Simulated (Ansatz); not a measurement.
Reactions of CH8O2Si2 (`OC(O)([SiH3])[SiH3]`).

Gas-phase electronic energies from Ansatz, PBE0-D4/def2-TZVP geometries. CCSD(T)/CBS adds triple-zeta CCSD(T) − MP2 to the extrapolated MP2 energy (def2 sets, frozen cores). This one scheme is used for every species, atoms too. For atomizations the MP2-based limit and the directly extrapolated one differ by several kJ/mol either way, and by 10 to 25 for some Ge, Se and Sn compounds, so smaller differences from it don't rank the levels. Functionals use def2-TZVPP. No spin–orbit coupling; open shells (•) take unrestricted orbitals. Spin–orbit coupling would lower the free atoms: a little for C, O, Si. For Sc outer-core shells are correlated without core-valence functions, so the limit isn't a true one: a few kJ/mol of doubt a bond, and 10 to 20 or more in all where bonds break to atoms. Scalar relativity is left out up to krypton. Each species was taken in one conformer, which may not be the lowest.

```tsv
reaction	B2PLYP (kJ/mol)	ωB97X-V (kJ/mol)	CCSD/CBS(def2) (kJ/mol)
`OC(O)([SiH3])[SiH3]` → `OC([SiH3])O[SiH3]`	-123	-117	-121
`OC(O)([SiH3])[SiH3]` + `[NH2][Sc]([OH])[Cl]` → `[NH2][Sc]([Cl])[O][SiH3]` + `OC(O)[SiH3]`	-150	-140	-150
`OC(O)([SiH3])[SiH3]` + H–F → `OC(F)([SiH3])[SiH3]` + H₂O	-12	-13	-8
`OC(O)([SiH3])[SiH3]` → C• + 8 H• + 2 O• + 2 Si•	4228	4318	4243
`OC(O)([SiH3])[SiH3]` → `C[SiH2]O[SiH2]O`	-519	-498	-525
`OC(O)([SiH3])[SiH3]` + `NC(O)(F)F` → `NC(F)(F)O[SiH3]` + `OC(O)[SiH3]`	-124	-118	-122
`OC(O)([SiH3])[SiH3]` + `N[SiH](O)[SiH3]` → `N[SiH]([SiH3])O[SiH3]` + `OC(O)[SiH3]`	-143	-137	-143
`OC(O)([SiH3])[SiH3]` + H–F → `OC(O)(F)[SiH3]` + SiH₄	-17	-20	-4
`OC(O)([SiH3])[SiH3]` + H₂ → `OC([SiH3])[SiH3]` + H₂O	-97	-91	-106
`OC(O)([SiH3])[SiH3]` → `CO[SiH](O)[SiH3]`	-302	-291	-304
```

Task: Give the CCSD(T)/CBS values in the same order. (Estimate.)

Result: Computed: -117, -145, -6, 4304, -516, -118, -138, 0, -100, -298 kJ/mol.

Largest T1 diagnostic: 0.015, for `[NH2][Sc]([OH])[Cl]`.
